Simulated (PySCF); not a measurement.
Atoms are numbered as in `[CH:1]#[C:2][AlH:3][CH2:4][SiH3:5]`. Hydrogens are named by the atom that carries them.

Geometry: PBE0-D3(BJ)/def2-SVP; GIAO absolute shieldings from PySCF 2.14, gas phase, non-relativistic, averaged over equivalent atoms.

At PBE0/def2-TZVP (209 basis functions, 24 s wall time on 1 thread of an Arm Neoverse V1, shared host):
```
 atoms  σ (ppm)
    C1     80.2
    C2     88.9
    C4    193.2
   Al3    324.5
   Si5    407.8
H(Al3)    26.41
H(Si5)    27.12
 H(C1)    29.20
 H(C4)    31.60
```

Q: Predict the values at PBE0/cc-pVTZ on the same geometry.

A: 
```json
{"atoms": "C1", "σ at PBE0/cc-pVTZ": "80.5", "change": "+0.3"}
{"atoms": "C2", "σ at PBE0/cc-pVTZ": "90.9", "change": "+2.0"}
{"atoms": "C4", "σ at PBE0/cc-pVTZ": "194.9", "change": "+1.7"}
{"atoms": "Al3", "σ at PBE0/cc-pVTZ": "322.9", "change": "-1.6"}
{"atoms": "Si5", "σ at PBE0/cc-pVTZ": "429.9", "change": "+22.1"}
{"atoms": "H(Al3)", "σ at PBE0/cc-pVTZ": "26.37", "change": "-0.04"}
{"atoms": "H(Si5)", "σ at PBE0/cc-pVTZ": "27.16", "change": "+0.04"}
{"atoms": "H(C1)", "σ at PBE0/cc-pVTZ": "29.04", "change": "-0.16"}
{"atoms": "H(C4)", "σ at PBE0/cc-pVTZ": "31.37", "change": "-0.23"}
```

The largest change is at Si5 (silicon bonded to C, 3 H). Cost: 256 basis functions, 34 s wall time on 1 thread of an Arm Neoverse V1, shared host. The order of the carbon signals is the same at both levels.
